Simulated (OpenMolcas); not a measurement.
Pt2+ in a point-charge field

Pt2+ among 6 point charges of -1.7 e arranged as a trigonal antiprism (D3d), 2.09 Å from the ion, with a polar angle of 65.7° against the regular 54.74°.
```
   0.0000    1.9046    0.8606  -1.70
  -1.6494   -0.9523    0.8606  -1.70
   1.6494   -0.9523    0.8606  -1.70
   0.0000   -1.9046   -0.8606  -1.70
   1.6494    0.9523   -0.8606  -1.70
  -1.6494    0.9523   -0.8606  -1.70
```

- Program: OpenMolcas 26.06
- Method: SS-CASPT2, IPEA 0.25 Eh, imaginary shift 0.1 Eh (closed shells correlated: 5s 5p)
- Basis: ANO-RCC-VDZP [7s6p4d2f]
- Scalar Hamiltonian: DKH2, point nucleus
- Active space: 8 electrons in 5 orbitals (5d)
- State averaging: 2S+1 = 3 even, 10 roots; 2S+1 = 1 even, 15 roots
- Spin-orbit coupling: state interaction with AMFI integrals over the reference wave functions

The lowest spin-free states (labels of D3, the rotations of D3d), above the lowest:

```tsv
State	Degeneracy	E (cm-1)	Free-ion L (%)
3A2	1	0	F (86)
3A1	1	9290	F (100)
1E	2	10770	G (64)
3E	2	12470	F (85)
1A1	1	15030	D (68)
3A2	1	15930	F (53)
3E	2	21060	F (92)
1E	2	21290	D (53)
1A1	1	23480	G (90)
3A2	1	24480	F (61)
1A2	1	24910	G (100)
1E	2	27600	D (80)
1E	2	36090	G (85)
3E	2	39260	P (77)
1A1	1	45870	G (75)
1E	2	46880	G (83)
1A1	1	64450	S (69)
```

The lowest levels with spin-orbit coupling:

| E (cm-1) | Degeneracy | Label | 2S+1 | g |
| --- | --- | --- | --- | --- |
| 0 | 1 | A1 | 3 (90 %) |  |
| 93 | 2 | E | 3 | 0.00 0.00 7.15 |
| 6800 | 2 | E | 3 (65 %) | 0.00 0.00 4.10 |
| 10940 | 1 | A2 | 3 |  |
| 11750 | 2 | E | 3 | 0.00 0.00 5.49 |
| 13000 | 1 | A1 | 3 (61 %) |  |
| 14920 | 1 | A1 | 3 (89 %) |  |
| 15050 | 2 | E | 3 (81 %) | 0.00 0.00 1.64 |
| 17070 | 2 | E | 3 (63 %) | 0.00 0.00 2.85 |
| 18680 | 1 | A2 | 3 |  |
| 20160 | 1 | A1 | 3 (86 %) |  |
| 20410 | 2 | E | 3 (81 %) | 0.00 0.00 0.81 |
| 21810 | 1 | A2 | 3 |  |
| 22580 | 2 | E | 1 (66 %) | 0.00 0.00 4.59 |
| 25010 | 2 | E | 3 (80 %) | 0.00 0.00 2.51 |
| 27210 | 1 | A1 | 3 (67 %) |  |
| 28720 | 1 | A1 | 1 (70 %) |  |
| 29320 | 2 | E | 3 | 0.00 0.00 0.84 |
| 30290 | 1 | A2 | 1 (90 %) |  |
| 31500 | 1 | A1 | 3 (74 %) |  |

Powder χT (cm3 K/mol): 0.0412 at 2 K, 0.206 at 10 K, 1.04 at 50 K, 1.56 at 100 K, 1.83 at 200 K, 1.92 at 300 K. The effective moment at 300 K is 2.828 √(χT) = 3.91 μB.

Roots that are degenerate in the reference are averaged as groups; the widest CASPT2 spread within a group is 62 cm-1 (the 2-fold group of multiplicity 1 near 36100 cm-1 above the lowest state of its run). Shifts and gaps below about the spread of the groups concerned are not significant. Real 4d8 and 5d8 ions are as a rule square planar and diamagnetic. Free-ion shares, where given, are those of the reference states; single-state CASPT2 does not remix them. Point charges carry no covalency, so the field is a model and not that of real ligands. No measured value stands beside these numbers.

With an even number of electrons the g values are those of a degenerate or nearly degenerate non-Kramers pair.
